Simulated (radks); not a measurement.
These are the eigenvalues of the occupied orbitals of an atom or ion with whole-number occupations (eV). All-electron calculation, scalar-relativistic Kohn-Sham, BLYP, spin-polarised, spherical densities, point nucleus. Program: a radial shooting solver on a logarithmic mesh with Libxc functionals.

| orbital | eigenvalue |
|---|---|
| 1s | -132.7061 |

Which element is it, and in what charge state? The configuration may be excited. Open shells, if any, are filled with parallel spins first.

Answer. Z = 4, beryllium, charge +2: Be2+ in [He]. The 1s level, -4.8769 hartree, gives Z - s = 3.1 by -(Z - s)^2/2, which with screening and relativity narrows Z to a few neighbours, and with so few levels the electron count can be read from the list.
